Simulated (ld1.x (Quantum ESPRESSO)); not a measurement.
## Before and after: ultrasoft potential for Mo

ld1.x (Quantum ESPRESSO) 7.5 input, shortened:

```
&input
   title='Mo', zed=42., rel=1, dft='PBESOL', iswitch=3,
   config='[Kr] 4d4 5s0 5p0'
 /
 &inputp
   pseudotype=3, tm=.true., lloc=-2, rcloc=3.10,
   nlcc=.true., new_core_ps=.true.
 /
6
5S  1  0   0.00   0.00  2.50  3.10  0.0
5S  1  0   0.00   3.95  2.50  3.10  0.0
5P  2  1   0.00   0.00  2.35  2.75  0.0
5P  2  1   0.00  -0.15  2.35  2.75  0.0
4D  3  2   4.00   0.00  1.45  2.00  0.0
4D  3  2   0.00   0.10  1.45  2.00  0.0
 &test
   configts(1)='4d4 5s0 5p0'
 /
```

Change: all radii but the core radius scaled by about 1.19 (s 3.68, p 3.28, d 2.38 bohr, rcut 2.98/2.80/1.72); local potential all-electron potential smoothed inside 3.68 bohr (lloc = -2).

Cutoffs: the cutoffs (Ry, on a coarse ladder) from which the occupation-weighted sum of valence levels, in a spherical-Bessel basis at the reference potential, stays within 10 and 1 mRy of its value at 400 Ry; they do not see the model core or the augmentation charge, which bear on the density cutoff. Errors are all-electron minus pseudo energies relative to the spin-unpolarised reference configuration.

Predict the effect on cutoff, ghosts and configuration errors.

The potential gets softer (25 Ry and 40 Ry → 18 Ry and 30 Ry); both files keep a bound ghost (s); of the 7 tests that both files solve, the error grows in 0 and shrinks in 3 by more than 15 % and 0.3 meV (median size 65.3 → 62.2 meV). A larger radius leaves more room for a smooth pseudo-wave, so fewer plane waves are needed. That the errors move this way runs against the usual rule that smaller radii transfer better.

```tsv
quantity	base	changed
cutoff, loose	25 Ry	18 Ry
cutoff, tight	40 Ry	30 Ry
bound ghosts	s	s
error for 4d5 5s1 5p0, meV [ΔE -22.36 eV]	-65	-62
error for 4d5 5s0 5p0, meV [ΔE -15.46 eV]	-75	-78
error for 4d3 5s0 5p0, meV [ΔE 26.72 eV]	-175	-177
error for 4d5 5s0 5p1, meV [ΔE -19.17 eV]	-50	-42
error for 4d4 5s2 5p0, meV [ΔE -22.18 eV]	-52	-9.2
error for 4d4 5s1 5p0, meV [ΔE -14.28 eV]	-16	-11
error for 4d5 5s0.5 5p0, meV [ΔE -19.62 eV]	-67	-73
lowest overlap eigenvalue by channel	s 0.04, p 0.57, d 0.96	s 0.01, p 0.49, d 0.26
```

 A true bound ghost makes a file unfit for plane-wave use even where its test errors are small: the radial tests pick states by their node count and pass the ghost by.
